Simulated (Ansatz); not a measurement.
Start from `C[CH2][GeH]` and change one atom or group to get `C[CH2][Ge][NH2]`.

Ansatz, PBE0-D4/def2-TZVP geometries, multiplicity 1. Each molecule was computed in one conformer, which needn't be the lowest.

Scalar relativity is left out up to krypton.

```csv
property,`C[CH2][GeH]`
HOMO–LUMO gap (PBE0/def2-TZVPP) / eV,3.75
LUMO energy (ωB97M-V/def2-TZVPP) / eV,-0.55
size of the dipole moment (PBE/def2-TZVPP) / D,0.90
size of the dipole moment (ωB97M-V/def2-TZVPP) / D,0.79
LUMO energy (PBE0/def2-TZVPP) / eV,-2.52
LUMO energy (B3LYP/def2-TZVPP) / eV,-2.78
```

Q: What does the change do to each property? (Best estimate.)

A: The calculation gave: 
```
                                          property  `C[CH2][Ge][NH2]`  shift
              HOMO–LUMO gap (PBE0/def2-TZVPP) / eV               4.75   1.00
             LUMO energy (ωB97M-V/def2-TZVPP) / eV               0.61   1.16
    size of the dipole moment (PBE/def2-TZVPP) / D               1.47   0.57
size of the dipole moment (ωB97M-V/def2-TZVPP) / D               1.30   0.51
                LUMO energy (PBE0/def2-TZVPP) / eV              -1.32   1.20
               LUMO energy (B3LYP/def2-TZVPP) / eV              -1.54   1.24
```

With PBE0 the HOMO rises by 0.20 eV and the LUMO rises by 1.20 eV, so the gap widens by about 1.00 eV. PBE moves the HOMO by 0.22 eV and ωB97M-V by 0.19 eV. The zero-point energy changes by 53.6 kJ/mol with +6 modes. Dipoles are sizes alone; their direction can turn.

B3LYP here is the variant with VWN-RPA as its local correlation; programs differ in this.
